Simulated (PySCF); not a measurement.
CHO2 (SMILES O=[C]O), doublet (typed; the unrestricted solution is spin-contaminated), geometry from GFN2-xTB, with bond 1-2 at 3.0 times its length; HF/cc-pVDZ (PySCF).

Input for PySCF:
```python
from pyscf import gto, scf

mol = gto.M(
    atom='''
O     2.351424   -2.565899   -0.555177
C     0.272153    0.258955    0.168123
O    -0.979298    0.513219   -0.000943
H    -1.520474   -0.198179   -0.417378
''',
    basis='cc-pvdz',
    charge=0,
    spin=1,
    verbose=4,
)

mf = scf.UHF(mol)
mf.kernel()
mo_i, mo_e, stable_i, stable_e = mf.stability(internal=True, external=True, return_status=True, nroots=6, tol=1e-6)
print('internally stable:', stable_i, ' externally stable:', stable_e)
if not stable_i:
    umf = mf.copy()
    umf.scf_summary = {}
    umf.kernel(umf.make_rdm1(mo_i, mf.mo_occ))
mf.analyze()
```

The log (banner, timings and long lists left out):

```
PySCF version 2.14.0

[INPUT] verbose = 4
[INPUT] num. atoms = 4
[INPUT] num. electrons = 23
[INPUT] charge = 0
[INPUT] spin (= nelec alpha-beta = 2S) = 1
[INPUT] symmetry False subgroup None
[INPUT] Mole.unit = angstrom
[INPUT] Symbol           X                Y                Z      unit          X                Y                Z       unit  Magmom
[...]
nuclear repulsion = 41.0838494482017
number of shells = 18
number of NR pGTOs = 85
number of NR cGTOs = 47
basis = cc-pvdz
ecp = {}

******** <class 'pyscf.scf.uhf.UHF'> ********
method = UHF
initial guess = minao
damping factor = 0
level_shift factor = 0
DIIS = <class 'pyscf.scf.diis.CDIIS'>
diis_start_cycle = 1
diis_space = 8
diis_damp = 0
SCF conv_tol = 1e-09
SCF conv_tol_grad = None
SCF max_cycles = 50
direct_scf = True
direct_scf_tol = 1e-13
number electrons alpha = 12  beta = 11
Set gradient conv threshold to 3.16228e-05
init E= -187.458149289781

cycle= 1 E= -186.630696883448  delta_E= 0.827  |g|= 1.01  |ddm|= 1.27
cycle= 2 E= -178.746594863517  delta_E= 7.88  |g|= 2.27  |ddm|= 3.39
cycle= 3 E= -187.563622235425  delta_E= -8.82  |g|= 0.517  |ddm|=  3.3
cycle= 4 E= -187.714287934982  delta_E= -0.151  |g|= 0.303  |ddm|= 0.342
cycle= 5 E= -187.742065592587  delta_E= -0.0278  |g|= 0.181  |ddm|= 0.132
cycle= 6 E= -187.752338224255  delta_E= -0.0103  |g|= 0.108  |ddm|= 0.0821
cycle= 7 E= -187.767761688146  delta_E= -0.0154  |g|= 0.0356  |ddm|= 0.258
cycle= 8 E= -187.788671786041  delta_E= -0.0209  |g|= 0.129  |ddm|= 0.325
cycle= 9 E= -187.79353698514  delta_E= -0.00487  |g|= 0.14  |ddm|= 0.0451
cycle= 10 E= -187.759596383868  delta_E= 0.0339  |g|= 0.176  |ddm|= 0.412
cycle= 11 E= -187.771835475722  delta_E= -0.0122  |g|= 0.0975  |ddm|= 0.125
cycle= 12 E= -187.771966477827  delta_E= -0.000131  |g|= 0.102  |ddm|= 0.0346
cycle= 13 E= -187.773144845832  delta_E= -0.00118  |g|= 0.0553  |ddm|= 0.0994
cycle= 14 E= -187.774110767316  delta_E= -0.000966  |g|= 0.0218  |ddm|= 0.108
cycle= 15 E= -187.775064386771  delta_E= -0.000954  |g|= 0.0302  |ddm|= 0.0876
cycle= 16 E= -187.774716400212  delta_E= 0.000348  |g|= 0.0343  |ddm|= 0.0334
cycle= 17 E= -187.775311687244  delta_E= -0.000595  |g|= 0.0122  |ddm|= 0.0494
cycle= 18 E= -187.775346485587  delta_E= -3.48e-05  |g|= 0.00816  |ddm|= 0.0495
cycle= 19 E= -187.775346485161  delta_E= 4.25e-10  |g|= 0.00851  |ddm|= 0.00242
cycle= 20 E= -187.775421389969  delta_E= -7.49e-05  |g|= 0.00758  |ddm|= 0.0241
cycle= 21 E= -187.775507029596  delta_E= -8.56e-05  |g|= 0.00782  |ddm|= 0.0118
cycle= 22 E= -187.775968643709  delta_E= -0.000462  |g|= 0.00726  |ddm|= 0.0364
cycle= 23 E= -187.776277645304  delta_E= -0.000309  |g|= 0.00715  |ddm|= 0.0234
cycle= 24 E= -187.777022071388  delta_E= -0.000744  |g|= 0.00712  |ddm|= 0.0559
cycle= 25 E= -187.777576865564  delta_E= -0.000555  |g|= 0.00735  |ddm|= 0.0421
cycle= 26 E= -187.778580942587  delta_E= -0.001  |g|= 0.00753  |ddm|= 0.0751
cycle= 27 E= -187.779420901996  delta_E= -0.00084  |g|= 0.0113  |ddm|= 0.0637
cycle= 28 E= -187.777565393335  delta_E= 0.00186  |g|= 0.00714  |ddm|= 0.139
cycle= 29 E= -187.78149725302  delta_E= -0.00393  |g|= 0.0202  |ddm|= 0.275
cycle= 30 E= -187.780978013567  delta_E= 0.000519  |g|= 0.0167  |ddm|= 0.0318
cycle= 31 E= -187.779332918392  delta_E= 0.00165  |g|= 0.00746  |ddm|= 0.114
cycle= 32 E= -187.780255367178  delta_E= -0.000922  |g|= 0.00942  |ddm|= 0.0693
cycle= 33 E= -187.780057708504  delta_E= 0.000198  |g|= 0.00672  |ddm|= 0.028
cycle= 34 E= -187.781319662736  delta_E= -0.00126  |g|= 0.00929  |ddm|= 0.0988
cycle= 35 E= -187.782939909514  delta_E= -0.00162  |g|= 0.0109  |ddm|= 0.139
cycle= 36 E= -187.781622775997  delta_E= 0.00132  |g|= 0.0114  |ddm|= 0.121
cycle= 37 E= -187.781306241393  delta_E= 0.000317  |g|= 0.0157  |ddm|= 0.0363
cycle= 38 E= -187.781893549608  delta_E= -0.000587  |g|= 0.0135  |ddm|= 0.0518
cycle= 39 E= -187.781777162696  delta_E= 0.000116  |g|= 0.0111  |ddm|= 0.0157
[...]
SCF not converged.
<class 'pyscf.scf.uhf.UHF'> wavefunction has an internal instability
<class 'pyscf.scf.uhf.UHF'> wavefunction has an real -> complex instability
<class 'pyscf.scf.uhf.UHF'> wavefunction has an UHF/UKS -> GHF/GKS instability
internally stable: False  externally stable: False
[...]
cycle= 41 E= -187.962753969802  delta_E= -2.53e-07  |g|= 5.39e-05  |ddm|= 0.00282
cycle= 42 E= -187.962754274865  delta_E= -3.05e-07  |g|= 5.35e-05  |ddm|= 0.00338
cycle= 43 E= -187.962754469797  delta_E= -1.95e-07  |g|= 5.84e-05  |ddm|= 0.00208
cycle= 44 E= -187.962754376847  delta_E= 9.29e-08  |g|= 5.47e-05  |ddm|= 0.00104
cycle= 45 E= -187.962754474093  delta_E= -9.72e-08  |g|= 5.22e-05  |ddm|= 0.00114
cycle= 46 E= -187.962754733251  delta_E= -2.59e-07  |g|= 5.85e-05  |ddm|= 0.0029
cycle= 47 E= -187.962754706561  delta_E= 2.67e-08  |g|= 5.23e-05  |ddm|= 0.000281
cycle= 48 E= -187.962754611218  delta_E= 9.53e-08  |g|= 5.26e-05  |ddm|= 0.00113
cycle= 49 E= -187.962754764636  delta_E= -1.53e-07  |g|= 5.2e-05  |ddm|= 0.00177
cycle= 50 E= -187.962754888974  delta_E= -1.24e-07  |g|= 5.2e-05  |ddm|= 0.00142
SCF not converged.
SCF energy = -187.962754888974 after 50 cycles  <S^2> = 1.7640219  2S+1 = 2.8383248
**** SCF Summaries ****
Total Energy =                        -187.785001808190373
Nuclear Repulsion Energy =              41.083849448201683
One-electron Energy =                 -338.814000630024736
Two-electron Energy =                  109.945149373632688
Two-electron Coulomb Energy =          131.638042930506543
DFT Exchange-Correlation Energy =      -21.692893556873855
**** MO energy ****
                             alpha | beta                alpha | beta
[...]
To work with the spin densities directly, `use mulliken_meta_spin()` only printing them here.

 ** Mulliken spin pop alpha/beta on meta-lowdin orthogonal AOs **
 ** Mulliken Spin Density (per AO)  **
spin_pop of  0 O 1s       -0.00000
spin_pop of  0 O 2s        0.00091
spin_pop of  0 O 3s       -0.00071
spin_pop of  0 O 2px       0.09852
spin_pop of  0 O 2py       0.69926
spin_pop of  0 O 2pz       0.27704
spin_pop of  0 O 3px      -0.00138
spin_pop of  0 O 3py      -0.00036
spin_pop of  0 O 3pz      -0.00381
spin_pop of  0 O 3dxy     -0.00003
spin_pop of  0 O 3dyz     -0.00003
spin_pop of  0 O 3dz^2    -0.00000
spin_pop of  0 O 3dxz     -0.00001
spin_pop of  0 O 3dx2-y2   -0.00002
spin_pop of  1 C 1s        0.00000
spin_pop of  1 C 2s       -0.00448
spin_pop of  1 C 3s        0.00010
spin_pop of  1 C 2px       0.00265
spin_pop of  1 C 2py       0.02670
spin_pop of  1 C 2pz      -0.08377
spin_pop of  1 C 3px      -0.00020
spin_pop of  1 C 3py       0.00052
spin_pop of  1 C 3pz      -0.00276
spin_pop of  1 C 3dxy      0.00006
spin_pop of  1 C 3dyz      0.00002
spin_pop of  1 C 3dz^2    -0.00013
spin_pop of  1 C 3dxz      0.00007
spin_pop of  1 C 3dx2-y2    0.00006
spin_pop of  2 O 1s        0.00000
spin_pop of  2 O 2s        0.00020
spin_pop of  2 O 3s        0.00002
spin_pop of  2 O 2px      -0.00217
spin_pop of  2 O 2py      -0.00356
spin_pop of  2 O 2pz      -0.00773
spin_pop of  2 O 3px      -0.00001
spin_pop of  2 O 3py      -0.00001
spin_pop of  2 O 3pz      -0.00029
spin_pop of  2 O 3dxy      0.00005
spin_pop of  2 O 3dyz      0.00000
spin_pop of  2 O 3dz^2    -0.00002
spin_pop of  2 O 3dxz      0.00001
spin_pop of  2 O 3dx2-y2   -0.00001
spin_pop of  3 H 1s        0.00529
spin_pop of  3 H 2s        0.00009
spin_pop of  3 H 2px      -0.00002
spin_pop of  3 H 2py      -0.00000
spin_pop of  3 H 2pz      -0.00007
 ** Mulliken Spin Density (per atom)  **
spin density of  0 O =      1.06939
spin density of  1 C =     -0.06116
spin density of  2 O =     -0.01351
spin density of  3 H =      0.00529
 ** Mulliken pop alpha/beta on meta-lowdin orthogonal AOs **
 ** Mulliken pop       alpha | beta **
In total            12.00000 | 11.00000
 ** Mulliken atomic charges   ( Nelec_alpha | Nelec_beta ) **
charge of  0O =     -0.66831  (     4.86885      3.79946 )
charge of  1C =      0.53028  (     2.70428      2.76544 )
charge of  2O =     -0.28735  (     4.13692      4.15043 )
charge of  3H =      0.42538  (     0.28996      0.28467 )
Dipole moment(X, Y, Z, Debye): -9.83410,  7.55762,  0.99492
```

The run did not converge; its last values are not results.
